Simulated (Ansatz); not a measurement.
```yaml
crystal:
  periodic: [false, false, false]
  atoms:
    - {symbol: Cu, position_ang: [-0.591748, -0.325535, 0.938643]}
    - {symbol: F, position_ang: [-0.920435, 1.173886, 2.059148]}
    - {symbol: F, position_ang: [-1.001523, -2.025397, 0.246754]}
    - {symbol: F, position_ang: [1.308623, -0.386644, 1.071198]}
    - {symbol: N, position_ang: [-1.948854, 0.570472, -0.386615]}
    - {symbol: N, position_ang: [0.577877, 2.246534, -0.187986]}
    - {symbol: N, position_ang: [1.784252, -2.841471, -0.518635]}
    - {symbol: H, position_ang: [-2.345119, -0.081327, -1.055941]}
    - {symbol: H, position_ang: [-1.337304, 1.264614, -0.826856]}
    - {symbol: H, position_ang: [-2.664432, 1.045240, 0.155020]}
    - {symbol: H, position_ang: [1.174684, 3.058057, -0.326165]}
    - {symbol: H, position_ang: [1.188145, 1.437411, -0.025294]}
    - {symbol: H, position_ang: [0.102172, 2.349092, 0.715190]}
    - {symbol: H, position_ang: [0.766526, -2.931535, -0.434620]}
    - {symbol: H, position_ang: [1.951479, -2.545819, -1.480632]}
    - {symbol: H, position_ang: [1.955648, -2.007577, 0.056790]}
basis:
  gaussian: {orbitals: def2-TZVPD, initial_orbitals: start.molden}
total_charge: -1
magnetization: {spin_polarized: true, initial_magnetization: 1}
hamiltonian: {xc: {name: wB97X-V}}
scf: {omitted_lower_state_checks: [starts]}
output: {orbitals: {seedname: orbitals}}
```

The file start.molden holds the orbitals of an earlier run on this structure, at another level or in another basis.

```sh
$ ansatz run in.yaml --threads 4 --pin off --events-out ev --progress --plain --max-ram 4787MiB
```

Question: Does this run fit into the memory that it is given?

Answer: No. It has 360 basis functions, and Ansatz plans for 7 GiB where 5 GiB are given.
